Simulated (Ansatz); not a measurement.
Level of theory: frozen-core CCSD(T)/cc-pVTZ // B3LYP-D3(BJ)/def2-TZVP (Ansatz, a program for electronic structure). The geometry is that of the parent before the electron was removed.

Ansatz 0.2 input:
```yaml
crystal:
  periodic: [false, false, false]
  atoms:
    - { symbol: C, position_ang: [-1.48008, -0.074326, -0.051445] }
    - { symbol: C, position_ang: [-0.115581, 0.484262, 0.204396] }
    - { symbol: C, position_ang: [1.006783, -0.170558, -0.059018] }
    - { symbol: O, position_ang: [2.243916, 0.368119, 0.186623] }
    - { symbol: H, position_ang: [-2.045807, 0.553032, -0.746654] }
    - { symbol: H, position_ang: [-1.426621, -1.078126, -0.477597] }
    - { symbol: H, position_ang: [-2.067479, -0.134281, 0.869592] }
    - { symbol: H, position_ang: [-0.041667, 1.480395, 0.628989] }
    - { symbol: H, position_ang: [1.000772, -1.170305, -0.484285] }
    - { symbol: H, position_ang: [2.925764, -0.25821, -0.070599] }
basis:
  gaussian: { orbitals: cc-pVTZ }
correlation:
  method: ccsd_t
total_charge: 1
magnetization:
  spin_polarized: true
  initial_magnetization: 1
```

Output:

```
Functional definition: HF
1169 factors; integrals over basis functions are off by at most 1.0e-3 eV
mean field evaluation 1: about -5212.6124 eV, gradient 3.2e1 eV
mean field evaluation 2: about -5212.6151 eV, gradient 3.2e1 eV
mean field evaluation 4: about -5216.9544 eV, gradient 3.9e0 eV
mean field evaluation 8: about -5217.0773 eV, gradient 1.8e-1 eV
mean field evaluation 16: about -5217.0514 eV, gradient 1.3e0 eV
mean field -5217.07802482 eV, -191.7240811496 hartree, gradient 4.7e-6 eV, S^2 0.762882; 0 other end points of the search recorded, 0 dependent functions left out
4 core orbitals not correlated
reference -5217.07802482 eV, -191.7240811496 hartree; 12, 11 occupied and 188, 189 virtual orbitals, 1169 factors
second order -18.92971379 eV of doubles, -0.00000000 eV of singles
cycle   1  -19.31673461 eV  change   -3.9e-1 eV  update   1.1e-1
cycle   2  -19.79114430 eV  change   -4.7e-1 eV  update   3.3e-2
cycle   3  -19.93264087 eV  change   -1.4e-1 eV  update   2.6e-2
cycle   4  -19.93006042 eV  change    2.6e-3 eV  update   1.2e-2
cycle   5  -19.92663402 eV  change    3.4e-3 eV  update   6.5e-3
cycle   6  -19.92940339 eV  change   -2.8e-3 eV  update   2.2e-3
cycle   7  -19.92889821 eV  change    5.1e-4 eV  update   9.8e-4
cycle   8  -19.92913109 eV  change   -2.3e-4 eV  update   4.3e-4
cycle   9  -19.92924936 eV  change   -1.2e-4 eV  update   2.3e-4
cycle  10  -19.92911755 eV  change    1.3e-4 eV  update   8.5e-5
cycle  11  -19.92918904 eV  change   -7.1e-5 eV  update   5.0e-5
cycle  12  -19.92921230 eV  change   -2.3e-5 eV  update   1.6e-5
cycle  13  -19.92921767 eV  change   -5.4e-6 eV  update   7.4e-6
perturbative correction -0.79995947 eV, -0.0293979682 hartree
Total energy: -5237.80720196 eV, -192.4858643588 hartree
```

Cost: very roughly 9 core-minutes.
